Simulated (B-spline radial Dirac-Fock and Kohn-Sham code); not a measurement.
Diagram lines of Pr⁴⁺

System: praseodymium as Pr⁴⁺, configuration [Xe] 4f1, inside a Watson sphere of charge -4 and radius 1.8 Å (a model of the Madelung potential; inside it an electron's potential energy is raised by 32.0 eV).

Input file task.json (cfg lists n, l and occupation; rrms is the nuclear radius in fm):

```json
{"items": [{
  "Z": 59,
  "q": 4,
  "cfg": [[1, 0, 2], [2, 0, 2], [2, 1, 6], [3, 0, 2], [3, 1, 6], [3, 2, 10], [4, 0, 2], [4, 1, 6], [4, 2, 10], [4, 3, 1], [5, 0, 2], [5, 1, 6]],
  "A": 141,
  "rrms": 4.8919,
  "watson": [-4, 1.8],
  "do": ["binding"]
}]}
```

Launch: `python xray_run.py task.json out`

Method: Dirac-Fock energy differences between relaxed states, corrected for Breit and QED terms. Computed with a radial B-spline solver. A line energy is the difference of two single-hole energies; the list is a selection of electric-dipole transitions between resolved j subshells. No correlation.

```
        line  energy (eV)  wavelength (Å)
 Kβ2' (K-N3)      41760.1         0.29690
Kβ2'' (K-N2)      41739.1         0.29705
  Kβ1 (K-M3)      40740.5         0.30433
  Kβ3 (K-M2)      40644.4         0.30505
  Kα1 (K-L3)      36022.0         0.34419
  Kα2 (K-L2)      35545.8         0.34880
 Lγ4 (L1-O3)       6834.2          1.8142
 Lγ3 (L1-N3)       6614.4          1.8745
 Lγ2 (L1-N2)       6593.4          1.8804
 Lγ1 (L2-N4)       6324.4          1.9604
 Lγ5 (L2-N1)       6127.7          2.0233
 Lβ7 (L3-O1)       5932.8          2.0898
 Lβ2 (L3-N5)       5851.9          2.1187
Lβ15 (L3-N4)       5848.2          2.1200
 Lβ6 (L3-N1)       5651.5          2.1938
 Lβ3 (L1-M3)       5594.8          2.2161
 Lβ4 (L1-M2)       5498.6          2.2548
 Lβ1 (L2-M4)       5487.5          2.2594
 Lα1 (L3-M5)       5031.4          2.4642
 Lα2 (L3-M4)       5011.3          2.4741
  Lη (L2-M1)       4928.9          2.5154
  Lℓ (L3-M1)       4452.7          2.7845
  Mγ (M3-N5)       1133.4          10.939
 Mζ1 (M5-N3)        706.8          17.543
 Mζ2 (M4-N2)        705.8          17.566
```
